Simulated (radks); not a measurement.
All-electron atom: Yb in [Xe] 4f13.5 5d0.5 6s2 (fractional occupations, a model configuration).

Calculated with a radial shooting solver on a logarithmic mesh with Libxc functionals: Dirac Kohn-Sham, PBE, spin-unpolarised, spherical densities, point nucleus; open shells are shared between the two j in proportion to 2j + 1.

Energy parts (eV):
| part | energy |
|---|---|
| total | -383024.57 |
| kinetic | 425619.93 |
| electron-nucleus | -951058.61 |
| Hartree | 150426.56 |
| exchange-correlation | -8012.45 |

Orbitals (lengths in bohr, moments of r in powers of bohr; <r^-3> diverges for s and p1/2):
| orbital | occ. | eigenvalue (eV) | <r^2> | <r^-3> |
|---|---|---|---|---|
| 1s1/2 | 2 | -61172.06 | 0.0005298 | - |
| 2s1/2 | 2 | -10360.61 | 0.008150 | - |
| 2p1/2 | 2 | -9881.104 | 0.005860 | - |
| 2p3/2 | 4 | -8834.009 | 0.007072 | 13470 |
| 3s1/2 | 2 | -2338.263 | 0.05358 | - |
| 3p1/2 | 2 | -2126.936 | 0.04945 | - |
| 3p3/2 | 4 | -1904.693 | 0.05620 | 2975 |
| 3d3/2 | 4 | -1545.550 | 0.04401 | 509.3 |
| 3d5/2 | 6 | -1497.004 | 0.04588 | 441.3 |
| 4s1/2 | 2 | -463.0563 | 0.2687 | - |
| 4p1/2 | 2 | -377.5707 | 0.2797 | - |
| 4p3/2 | 4 | -327.2120 | 0.3171 | 674.2 |
| 4d3/2 | 4 | -186.7450 | 0.3551 | 99.37 |
| 4d5/2 | 6 | -177.5676 | 0.3698 | 84.44 |
| 5s1/2 | 2 | -57.0958 | 1.627 | - |
| 5p1/2 | 2 | -33.8007 | 2.091 | - |
| 5p3/2 | 4 | -27.5361 | 2.468 | 81.68 |
| 4f5/2 | 5.78571 | -7.0126 | 0.7692 | 13.00 |
| 4f7/2 | 7.71429 | -5.6591 | 0.8186 | 12.34 |
| 6s1/2 | 2 | -4.3158 | 16.44 | - |
| 5d3/2 | 0.2 | -1.4566 | 12.79 | 2.917 |
| 5d5/2 | 0.3 | -1.2069 | 14.70 | 2.243 |

The highest occupied level is 5d5/2 at -1.207 eV. The density falls to 0.001 e/bohr^3 at r = 5.09 bohr.
